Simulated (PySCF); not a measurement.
Krypton: a sound run and one with changed settings

Sound run: Kr⁺ [Ar] 3d10 4s2 4p5, Kr²⁺ [Ar] 3d10 4s2 4p4. All numbers are calculated (PySCF 2.14, scalar relativity by spin-free X2C-1e, in x2c-SVPall). In the sound run the correlated levels freeze [Ar] 3d10. The sound run starts from symmetry-adapted Hartree-Fock orbitals and uses a fine grid where one is needed.

Changed run: basis STO-3G, all-electron and non-relativistic. This setting is unsound on purpose.

| species | method | sound run (hartree) | changed run (hartree) | converged |
| --- | --- | --- | --- | --- |
| Kr⁺ | UHF | -2787.20387 | -2722.30230 | yes |
| Kr⁺ | B3LYP | -2789.05101 | -2723.60031 | yes |
| Kr⁺ | PBE0 | -2788.71449 | -2723.38773 | yes |
| Kr⁺ | MP2 | -2787.30440 | -2722.30230 | yes |
| Kr²⁺ | UHF | -2786.34367 | -2721.45462 | yes |
| Kr²⁺ | B3LYP | -2788.14700 | -2722.70642 | yes |
| Kr²⁺ | PBE0 | -2787.81464 | -2722.49373 | yes |
| Kr²⁺ | MP2 | -2786.42276 | -2721.45462 | yes |

Ionisation energy of Kr⁺:

```tsv
method	sound run (eV)	changed run (eV)
UHF	23.407	23.067
B3LYP	24.599	24.324
PBE0	24.486	24.327
MP2	23.991	23.067
SCS-MP2	23.967	23.067
```

A minimal basis cannot let orbitals breathe on ionisation and holds almost no correlation. The Hamiltonian changed with the basis, so the totals do not compare.

For comparison, NIST gives 24.360 eV between the lowest levels.
